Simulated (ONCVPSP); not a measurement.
Transferability test, ONCV potential for Ce

cerium, optimised norm-conserving Vanderbilt (ONCV), made with ONCVPSP 4.0.1 (PBE, scalar-relativistic). Core [Kr] 4d10, reference 4f1 5s2 5p6 5d1 6s2. Waves: 5s+6s: rc 2.70 bohr, ncon 4, nbas 7, qcut 4.5 1/bohr, 2 projectors; 5p: rc 1.95 bohr, ncon 4, nbas 8, qcut 4.5 1/bohr, 2 projectors, debl 3.9 Ha; 5d: rc 2.65 bohr, ncon 4, nbas 7, qcut 3.2 1/bohr, 1 projector; 4f: rc 1.35 bohr, ncon 4, nbas 9, qcut 11.4 1/bohr, 3 projectors, debl 1.4 Ha. Local part: polynomial inside 1.15 bohr (lpopt 5, dvloc0 0 Ha). Core correction: Teter function, fcfact 4.5, rcfact 1.2.

Energies are relative to the spin-unpolarised reference configuration 4f1 5s2 5p6 5d1 6s2; without spin polarisation the order of configurations can differ from experiment. Not all tests gave a result: 1 of 4 tests not solved or not reliable.

| valence configuration | charge | ΔE all-electron (eV) | error AE − PS (meV) |
| --- | --- | --- | --- |
| 4f1 5s2 5p6 5d1 6s1 | +1 | 6.070 | -1.9 |
| 4f1 5s2 5p6 5d1 6s0 | +2 | 17.151 | -7.9 |
| 4f1 5s2 5p6 5d0 6s0 | +3 | 36.330 | +2.4 |

Levels in the configuration 4f1 5s2 5p6 5d1 6s1:

```csv
level,all-electron (eV),pseudo (eV)
4f,-11.285,-11.325
5s,-46.494,-46.516
5p,-29.114,-29.117
5d,-8.563,-8.559
6s,-8.490,-8.492
```

Note: ghosts flagged at negative energy: s at -120.9 eV; GHOST(+) flagged for p at 93.7 eV. A true bound ghost makes a file unfit for plane-wave use.
